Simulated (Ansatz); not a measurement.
Calculated with Ansatz (gas phase, PBE0-D4/def2-TZVP geometries, no zero-point term in ΔE). CBS: MP2 limit from def2 TZ/QZ plus the TZ coupled-cluster correction, frozen cores. This one scheme is used for every species. DFT in def2-TZVPP. B3LYP here is the variant with VWN-RPA as its local correlation; programs differ in this. For Ge outer-core shells are correlated without core-valence functions, which leaves a few kJ/mol of doubt a bond. Scalar relativity is left out up to krypton. One conformer a species, not always the lowest.

Reaction (ligand exchange at a Ge–O bond): `[OH][GeH2][CH2][SiH3]` + H–F → `[F][GeH2][CH2][SiH3]` + H₂O

`[OH][GeH2][CH2][SiH3]`:

Z-matrix (Å, degrees):
```
Ge
C 1 1.955
O 1 1.784 2 109.1
H 1 1.544 2 110.2 3 -120.6
H 1 1.535 2 112.3 3 114.6
Si 2 1.868 1 113.4 3 64.9
H 2 1.094 1 107.4 3 -57.0
H 2 1.095 1 108.7 3 -173.1
H 3 0.960 1 112.6 2 -63.1
H 6 1.488 2 110.0 1 66.4
H 6 1.487 2 112.1 1 -172.5
H 6 1.491 2 110.1 1 -52.2
```

H–F:

```xyz
2

F    -0.200    0.396   -0.122
H     0.200   -0.396    0.122
```

`[F][GeH2][CH2][SiH3]`:

```xyz
11

F     0.401    1.013   -2.032
Ge   -0.903    0.068   -1.351
C    -0.186   -0.771    0.244
Si    0.948    0.346    1.240
H    -2.021    1.074   -1.033
H    -1.306   -0.922   -2.455
H    -1.033   -1.073    0.870
H     0.351   -1.680   -0.041
H     2.231    0.559    0.527
H     0.289    1.660    1.469
H     1.230   -0.274    2.563
```

H₂O:

Cartesian coordinates in Å:
```
O 0.358 0.035 0.149
H -0.043 -0.751 -0.227
H -0.314 0.716 0.078
```

```
             level  ΔE (kJ/mol)  difference from CCSD(T)/CBS
         r2SCAN-D4        -39.3                         -5.1
           PBE0-D4        -35.6                         -1.4
          B3LYP-D4        -39.4                         -5.2
              PBE0        -37.7                         -3.5
             B3LYP        -43.1                         -8.9
     HF/def2-TZVPP        -46.1                        -11.9
    MP2/def2-TZVPP        -30.9                          3.3
SCS-MP2/def2-TZVPP        -34.5                         -0.3
SCS-MP2/def2-QZVPP        -35.7                         -1.5
      HF/CBS(def2)        -47.8                        -13.6
       CCSD(T)/CBS        -34.2                            0
```

Largest T1 diagnostic among the species: 0.011.

The D4 term adds +3.7 kJ/mol with B3LYP and +2.1 kJ/mol with PBE0; it sums over pairs of atoms, weighted by their polarisabilities, and B3LYP, whose exchange is more repulsive, gets the larger term. In def2-TZVPP, CCSD(T) changes the Hartree–Fock value by +13.1 kJ/mol (the triples alone add +1.8 kJ/mol) and MP2 by +15.2 kJ/mol.
